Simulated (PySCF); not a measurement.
C$_{2}$H$_{7}$B$_{2}$, H$_{3}$NOSi$_{2}$, CH$_{6}$N$_{2}$Si (calculated)

All values are calculated (PySCF 2.14.0). Calculation on a computer-drawn molecule: the log of a Hartree-Fock and frozen-core CCSD(T) single point meant for a local Hartree-Fock minimum, with one planted fault or none, to be diagnosed. Offsets are logged minus clean, where the clean run is the same molecule without the fault. The reference is restricted for singlets and unrestricted otherwise, and also for a bond in bohr or an excited solution. Adding or removing an electron swaps singlet and doublet. The excited solution moves the top pair (singlet) or top alpha electron (doublet) to the lowest empty orbital. Highest occupied and lowest empty are orbital energies over both spins, largest force is the largest gradient component, triples share is (T) over the correlation energy, the T1 limit is 0.02 restricted and 0.045 unrestricted, electrons count all cores, a negative frequency is imaginary (commonest isotopes), and the dipole is about the centre of nuclear charge.

Common to all runs: meant charge 0; logged SCF converged yes; logged CC converged yes; logged SCF stable within its kind yes; possible faults no fault, one electron removed, one electron added, multiplicity raised by two, geometry at a saddle point, SCF held on an excited solution, minimal basis STO-3G, one bond length entered in bohr, all coordinates scaled.

(1) 
```xyz
11
formula=C2H7B2 meant_multiplicity=2 meant_basis=cc-pVDZ logged_electrons=29 logged_basis_functions=91 logged_spin_squared=1.4581 logged_highest_occupied=-9.0708 logged_lowest_empty=1.6219 logged_largest_force=0.020732 logged_T1_diagnostic=0.056518 logged_D1_diagnostic=0.25703 logged_triples_share=0.036618 logged_dipole_magnitude=0.79318 logged_energy_HF=-128.96908 logged_energy_CCSD(T)=-129.4675 planted_fault=one_bond_length_entered_in_bohr,row_9_of_the_drawn_bonds HF_energy_offset_from_clean_run=78.63 CCSD(T)_energy_offset_from_clean_run=80.3
B     -1.2334    -1.9649    -1.4335
C     -0.2670    -0.7896    -1.0645
B      1.0964    -1.0227    -1.8125
C     -0.8747     0.6218    -1.1490
H     -2.4078    -1.9043    -1.6710
H     -0.0634    -1.0723    -0.0118
H      1.4421    -0.2965    -2.7077
H      1.8036    -1.9447    -1.5123
H     -0.1849     1.3804    -0.7696
H     -2.6251     0.7692    -0.0647
H     -1.1053     0.8820    -2.1848
```

Units: logged_highest_occupied, logged_lowest_empty in eV; logged_largest_force in hartree/bohr; logged_dipole_magnitude in debye; logged_energy_HF, logged_energy_CCSD(T) in hartree; HF_energy_offset_from_clean_run, CCSD(T)_energy_offset_from_clean_run in kcal/mol.

Drawn bonds:
| atom | other atom | order |
| --- | --- | --- |
| 1 | 2 | 1 |
| 2 | 3 | 1 |
| 2 | 4 | 1 |
| 1 | 5 | 1 |
| 2 | 6 | 1 |
| 3 | 7 | 1 |
| 3 | 8 | 1 |
| 4 | 9 | 1 |
| 4 | 10 | 1 |
| 4 | 11 | 1 |

Notes: T1 above single-reference limit.

(2) 
```xyz
7
formula=H3NOSi2 meant_multiplicity=1 meant_basis=cc-pV(D+d)Z logged_electrons=45 logged_basis_functions=89 logged_spin_squared=0.7719 logged_highest_occupied=-15.799 logged_lowest_empty=-5.668 logged_largest_force=0.074087 logged_T1_diagnostic=0.024976 logged_D1_diagnostic=0.0999 logged_triples_share=0.032507 logged_dipole_magnitude=2.6351 logged_energy_HF=-708.69477 logged_energy_CCSD(T)=-709.23883 planted_fault=one_electron_removed HF_energy_offset_from_clean_run=151.7 CCSD(T)_energy_offset_from_clean_run=170
O     -0.7751    -0.7391    -1.3540
Si    -0.5165     0.7869    -0.8861
N      0.3320     1.2177     0.3389
Si     1.4399     1.5819     1.5560
H     -1.3104    -0.9204    -2.1129
H     -1.2086     1.7043    -1.7938
H      0.4799     1.6379     2.7493
```

Units: logged_highest_occupied, logged_lowest_empty in eV; logged_largest_force in hartree/bohr; logged_dipole_magnitude in debye; logged_energy_HF, logged_energy_CCSD(T) in hartree; HF_energy_offset_from_clean_run, CCSD(T)_energy_offset_from_clean_run in kcal/mol.

Drawn bonds:
| atom | other atom | order |
| --- | --- | --- |
| 1 | 2 | 1 |
| 2 | 3 | 2 |
| 3 | 4 | 1 |
| 1 | 5 | 1 |
| 2 | 6 | 1 |
| 4 | 7 | 1 |

(3) 
```xyz
10
formula=CH6N2Si meant_multiplicity=1 meant_basis=cc-pV(D+d)Z logged_electrons=39 logged_basis_functions=95 logged_spin_squared=0.985 logged_highest_occupied=-13.349 logged_lowest_empty=-6.3485 logged_largest_force=0.075674 logged_T1_diagnostic=0.052475 logged_D1_diagnostic=0.2494 logged_triples_share=0.032919 logged_dipole_magnitude=8.1616 logged_energy_HF=-438.83999 logged_energy_CCSD(T)=-439.45091
N     -2.8929     0.9869     0.1186
Si    -1.9896     0.3516    -1.0037
C     -0.2359     0.9475    -1.2847
N      0.6858    -0.1880    -1.2150
H     -3.8376     0.6944     0.2903
H     -2.3506    -0.7304    -1.9456
H     -0.0078     1.7765    -0.6057
H     -0.2017     1.3518    -2.3021
H      0.8280    -0.4628    -0.2574
H      1.5918     0.0737    -1.5645
```

Units: logged_highest_occupied, logged_lowest_empty in eV; logged_largest_force in hartree/bohr; logged_dipole_magnitude in debye; logged_energy_HF, logged_energy_CCSD(T) in hartree.

Drawn bonds:
| atom | other atom | order |
| --- | --- | --- |
| 1 | 2 | 2 |
| 2 | 3 | 1 |
| 3 | 4 | 1 |
| 1 | 5 | 1 |
| 2 | 6 | 1 |
| 3 | 7 | 1 |
| 3 | 8 | 1 |
| 4 | 9 | 1 |
| 4 | 10 | 1 |

Notes: T1 above single-reference limit.

Questions
1. Give the missing planted fault for CH$_{6}$N$_{2}$Si (entry 3).

Calculated values
1. one electron removed

Further results for CH$_{6}$N$_{2}$Si (entry 3):

| Quantity | Value |
| --- | --- |
| HF energy offset from clean run | 198.2 kcal/mol |
| CCSD(T) energy offset from clean run | 217.2 kcal/mol |
